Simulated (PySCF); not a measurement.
CH5ClFNSi2.

```xyz
11

F      2.5126     0.8692     0.8842
Si     1.4070     0.2977    -0.1753
C      0.2894     1.6820    -0.8963
N     -0.9561     1.2543    -0.2292
Si    -0.7210    -0.2450     0.6108
Cl    -1.6022    -1.9258    -0.2897
H      2.1487    -0.5474    -1.1489
H      0.2264     1.6707    -2.0011
H      0.6180     2.6913    -0.5867
H     -1.8097     1.7703    -0.4245
H     -1.2082    -0.2790     2.0145
```

Geometry: B3LYP-D3(BJ)/def2-SVP. The structure was generated by enumeration; whether it is a known compound was not checked.

Method: B3LYP/pcSseg-1 (PySCF). Non-relativistic, no solvent.

Computed absolute GIAO shielding of each atom: isotropic value and principal components (ppm):
| atom | σ(iso) | σ11 | σ22 | σ33 | span |
|---|---|---|---|---|---|
| F1 | 376.9 | 355.7 | 361.2 | 413.8 | 58.1 |
| Si2 | 289.9 | 248.9 | 295.0 | 325.7 | 76.8 |
| C3 | 131.5 | 108.8 | 122.9 | 162.9 | 54.1 |
| N4 | 194.3 | 156.5 | 179.3 | 247.0 | 90.4 |
| Si5 | 326.6 | 278.2 | 318.2 | 383.5 | 105.4 |
| Cl6 | 841.1 | 652.7 | 894.4 | 976.3 | 323.6 |
| H7 | 25.6 | 22.2 | 25.0 | 29.7 | 7.4 |
| H8 | 28.1 | 23.9 | 26.0 | 34.3 | 10.3 |
| H9 | 28.0 | 24.3 | 25.9 | 33.8 | 9.5 |
| H10 | 29.7 | 21.6 | 28.0 | 39.5 | 17.9 |
| H11 | 25.4 | 20.9 | 24.6 | 30.7 | 9.8 |
